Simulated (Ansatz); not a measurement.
Cost and result for the atomization energy of `F[Si]1(F)CO1` (7 atoms, 7 bonds).

Total charge 0; spin multiplicity 1. The geometry is a stationary point of PBE0-D4/def2-TZVP. Program: Ansatz. All runs use 2 threads of an Arm Neoverse V2 on a shared host. Times are those of one run each, without the atoms' runs, and a repeat can differ threefold. Electronic energies, without spin–orbit coupling; frozen cores. CCSD(T)/CBS adds CCSD(T) − MP2 in def2-TZVPP to the MP2 limit, and its time is that of the two runs behind it. T1 = 0.013. HSE06 is the plane-wave form, built on full-range PBE exchange.

CCSD(T)/CBS is a level of theory with its own doubt, some kJ/mol a heavy atom from the limit and from the frozen cores, so smaller differences don't rank the functionals.

```tsv
level	functions	wall time	atomization (kJ/mol)	difference from CCSD(T)/CBS	per bond
LDA (SPW92)/def2-TZVPP	194	1.1 s	3442.4	475.9	68.0
CCSD(T)/def2-SVP	84	1.6 s	2697.6	-268.9	-38.4
revPBE-D4/def2-TZVPP	194	1.7 s	2924.1	-42.4	-6.1
PBE-D4/def2-TZVPP (with forces)	194	2 s	3022.5	56.0	8.0
BLYP-D4/def2-TZVPP	194	2 s	2949.7	-16.8	-2.4
HSE06-D4/def2-TZVPP	194	3.3 s	2933.0	-33.5	-4.8
r2SCANh-D4/def2-TZVPP	194	6 s	2933.2	-33.3	-4.8
PBE-QIDH/def2-TZVPP	194	6 s	2923.1	-43.4	-6.2
ωB97X-V/def2-TZVPP	194	8 s	2958.7	-7.8	-1.1
B97M-V/def2-TZVPP	194	9.5 s	2961.5	-5.0	-0.7
MP2/def2-QZVPP	358	18 s	3054.2	87.7	12.5
CCSD(T)/def2-TZVPP	194	36 s	2871.2	-95.3	-13.6
CCSD(T)/CBS(def2)	–	54 s	2966.5	0.0	0.0
```

At CCSD(T), def2-SVP lies −268.9 kJ/mol from the extrapolated value and def2-TZVPP −95.3 kJ/mol: correlation converges slowly with the basis, and small sets miss more of it in the bonded molecule than in its fragments. Leaving LDA and LC-ωPBE aside and taking each functional with its dispersion term where it has one, the values, not all of them listed here, spread over 222.4 kJ/mol, from BHLYP-D4 to PBE-D4. LDA lies +432.7 kJ/mol from PBE without D4, its usual overbinding. From r2SCAN to r2SCAN0 (25 % exact exchange), in def2-TZVPP and without D4, the atomization energy moves by −85.0 kJ/mol: exact exchange takes away binding that semilocal exchange gives to molecules.
